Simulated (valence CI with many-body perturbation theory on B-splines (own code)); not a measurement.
## Er⁵³⁺: key properties

Calculated by relativistic CI+MBPT: five valence electrons over a frozen Dirac-Fock core [Ne], radial functions for each j: 11 s, 11 p, 10 d, 8 f, 5 g, 2 h, with the one-electron correlation potential Σ1 (screened to all orders), the two-electron term Σ2, the three-electron term Σ3, Breit, model QED; selected single and double excitations, second order for the rest, scaled by the run's own slope (own B-spline code, finite nucleus).

The last digits are not significant, and no measured levels were compared; by estimate large intervals hold to a few tenths of a per cent, small ones and those within an open d or f shell to about a per cent. Among the levels kept, up to 3000 cm⁻¹ of a level comes from second order outside the variational space, and about a tenth of that is noise between levels of different J, which matters for small intervals.

Levels are named by their leading jj configuration (3d3/2^4 stands for four electrons in 3d with j = 3/2), which in mixed levels can hold well under half, so a name can repeat and another be missing.

Rates and lifetimes use the calculated energies. Strong lines usually hold to 10 to 20 %, long lifetimes can be off by a factor of two.

(1) What is the ground level?

(2) Name the longest-lived excited levels whose lifetime is computed, and their main decay.

(3) Where does the other parity begin?

(4) How well does LS coupling describe the low levels?

(5) Among levels below 8337.9 × 10³ cm⁻¹, which E1 lines absorb most strongly from the ground level?

Results:

(1) (3s^2 3p1/2^2 3p3/2) J=3/2, composition 47 % 3s²3p³ ²P° + 27 % 3s²3p³ ²D° + 26 % 3s²3p³ ⁴S°, g = 1.351.

(2) (3s^2 3p1/2 3p3/2 3d5/2) J=9/2 at 3995.5 × 10³ cm⁻¹ lives 598 ns, mostly by M1 to (3s^2 3p1/2 3p3/2 3d3/2) J=7/2; (3s^2 3p1/2 3p3/2^2) J=5/2 at 1900.5 × 10³ cm⁻¹ lives 45.0 ns, mostly by M1 to (3s^2 3p1/2^2 3p3/2) J=3/2; (3s^2 3p1/2 3p3/2^2) J=1/2 at 2011.1 × 10³ cm⁻¹ lives 14.4 ns, mostly by M1 to (3s^2 3p1/2^2 3p3/2) J=3/2.

(3) At (3s^2 3p1/2^2 3d3/2) J=3/2, 1660.4 × 10³ cm⁻¹.

(4) Among the lowest 20 levels the leading LS term, summed over configurations, holds 54 % on average. For single configurations the figures are 52 % in LS and 94 % in jj coupling. Terms mix most in the J = 5/2 level at 2189.2 × 10³ cm⁻¹, where the leading one holds 32 %.

(5) to (3s^2 3p1/2 3p3/2 3d3/2) J=3/2 at 2.612 nm, f = 0.320; to (3s^2 3p1/2 3p3/2 3d3/2) J=5/2 at 2.659 nm, f = 0.278; to (3s^2 3p1/2 3p3/2 3d3/2) J=1/2 at 2.612 nm, f = 0.115.
